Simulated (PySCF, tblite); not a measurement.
C₆H₉NOSi.
SMILES: `N#C[C@@H]1[C@@H]2C[SiH2][C@H]1CO2`

The calculation used PBE0/pcSseg-1 in PySCF (dipole) on a GFN2-xTB geometry, gas phase.

Masses are those of the commonest isotopes; rigid-rotor values at the optimised geometry. 

(1) Give the principal moments of inertia and the rotational constants in MHz.

(2) Classify the top.

(3) Is it planar, by Δ = Ic − Ia − Ib?

(4) Which lines would a microwave search look for?

(5) Estimate the classical rotational partition function at 25 K, 50 K and 298.15 K.

## Answers

(1) Ia = 234.21, Ib = 358.36, Ic = 414.56 u·Å²; 505379 MHz·u·Å²/I gives A = 2158, B = 1410, C = 1219 MHz.

(2) An asymmetric top: κ = (2 × 1410 − 2158 − 1219)/(2158 − 1219) = -0.59.

(3) Not planar: Δ = Ic − Ia − Ib = -178.01 u·Å². For a rigid frame Δ = −2 Σ m c², so Σ m c² = 89.01 u·Å² lies off the ab plane: 20.75 from hydrogen and 68.25 from heavier atoms. The atom farthest from that plane is 2.24 Å away.

(4) The dipole components are |μa| = 2.63 D, |μb| = 0.07 D, |μc| = 0.92 D. Intensities carry the squares of the components, which stand as 1.00 : 0.00 : 0.12 (a : b : c). Some lines, for components of 0.1 D or more:

| type | branch | J(Ka,Kc) | MHz | lower level (cm⁻¹) |
| --- | --- | --- | --- | --- |
| c | Q | 1(1,1) ← 1(0,1) | 747 | 0.088 |
| a | Q | 3(1,2) ← 3(1,3) | 1144 | 0.535 |
| c | R | 1(1,0) ← 0(0,0) | 3568 | 0.000 |
| c | Q | 4(3,2) ← 4(2,2) | 3881 | 1.003 |
| a | R | 2(1,1) ← 1(1,0) | 5450 | 0.119 |
| c | R | 2(2,1) ← 1(1,1) | 7884 | 0.113 |
| a | R | 3(2,2) ← 2(2,1) | 7888 | 0.376 |
| a | R | 4(3,2) ← 3(3,1) | 10573 | 0.780 |
| c | R | 3(2,2) ← 2(1,2) | 10704 | 0.282 |
| c | R | 3(3,1) ← 2(2,1) | 12122 | 0.376 |
| c | R | 4(1,3) ← 3(0,3) | 12374 | 0.521 |
| c | R | 4(2,3) ← 3(1,3) | 13614 | 0.535 |
| c | R | 4(3,1) ← 3(2,1) | 14675 | 0.644 |
| c | R | 4(4,0) ← 3(3,0) | 16422 | 0.780 |

(5) Point group C1, symmetry number σ = 1; q = (√π/σ)·√((kT/h)³/(ABC)), k/h = 20836.6 MHz/K: 10900 at 25 K, 30900 at 50 K, 451000 at 298.15 K.

Its GFN2-xTB frequencies are all real (lowest 115 cm⁻¹). These are rigid-rotor constants of the computed structure; measured ground-state constants (B0) also hold zero-point vibration. Quadrupole hyperfine structure (14N) is left out.
